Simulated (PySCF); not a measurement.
Ligands exchanged one at a time, Ge SH-H. Gas-phase values, no solvent. One relaxed conformer stands for each flexible species; it need not be the lowest. Strings in code marks are SMILES.

The S1 excitation (TDA) from two functionals at the same geometries (r2SCAN-D4/def2-TZVP), both in PySCF: PBE-D3(BJ)/def2-TZVP and r2SCAN-D4/def2-TZVP. Excitations are Tamm–Dancoff values on a coarser integration grid. The basis has no diffuse functions, so Rydberg states are missing or too high.

```
species                                                                                    PBE-D3(BJ)/def2-TZVP (eV)
-----------------------------------------------------------------------------------------  -------------------------
0 of 4 SH replaced by H (`[SH][Ge]([SH])([SH])[SH]`)                                                            4.26
1 of 4 SH replaced by H (`[SH][GeH]([SH])[SH]`)                                                                 4.48
2 of 4 SH replaced by H (`[SH][GeH2][SH]` (H–S–Ge–S torsion -145°, S–Ge–S–H torsion 59°))                       4.98
3 of 4 SH replaced by H (`[SH][GeH3]`)                                                                          5.38
```

**Question.** What does r2SCAN-D4/def2-TZVP give for each?

**Answer.** 
- 0 of 4 SH replaced by H (`[SH][Ge]([SH])([SH])[SH]`): 4.72
- 1 of 4 SH replaced by H (`[SH][GeH]([SH])[SH]`): 4.95
- 2 of 4 SH replaced by H (`[SH][GeH2][SH]` (H–S–Ge–S torsion -145°, S–Ge–S–H torsion 59°)): 5.49
- 3 of 4 SH replaced by H (`[SH][GeH3]`): 5.89
Over these rows, drawn at random from the members with no instability flagged (it was tested for open shells, ions and some series alone), PBE minus r2SCAN-D4: mean -0.49 eV, from -0.51 eV to -0.46 eV.
